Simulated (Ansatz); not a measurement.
The cluster HfSi₅. The state is a singlet with charge 0. Geometry PBE0-D4/def2-SVP, basis def2-TZVP, Ansatz.

Cartesian coordinates in Å:
```
Hf -1.1806 -0.4621 0.8780
Si -2.0833 -0.2616 -1.4878
Si 1.3823 0.1193 0.8048
Si 0.8644 -1.9441 1.4330
Si 1.0197 2.0986 -0.1898
Si -0.0025 0.4498 -1.4383
```

| run | HOMO (eV) | LUMO (eV) |
| --- | --- | --- |
| A | -4.97 | -3.94 |
| B | -4.58 | -3.82 |
| C | -4.77 | -3.92 |
| D | -5.54 | -3.33 |
| E | -4.82 | -4.01 |

In the def2 sets Hf takes a core potential; there is no spin–orbit coupling. No other spin state of charge 0 was run. Another isomer (singlet) lies 2.06 eV lower at PBE0-D4/def2-TZVP; other spin states weren't run for this one.

The runs used BLYP, PBE, PBE0, r2SCAN, revPBE. Estimate which is which.

A r2SCAN (0 % exact exchange); B BLYP (0 % exact exchange); C revPBE (0 % exact exchange); D PBE0 (25 % exact exchange); E PBE (0 % exact exchange). Exact exchange lowers occupied and raises empty levels; among semilocal functionals meta-GGAs tend to open the gap a little, and such runs are hard to tell apart. The gap grows from 0.77 eV (BLYP) to 2.21 eV (PBE0). The restricted singlet is unstable towards broken spin symmetry in Hartree–Fock (as tested in another run); at r2SCAN-D4/def2-TZVP, BLYP-D4/def2-TZVP, revPBE-D4/def2-TZVP, PBE0-D4/def2-TZVP and others this wasn't settled.
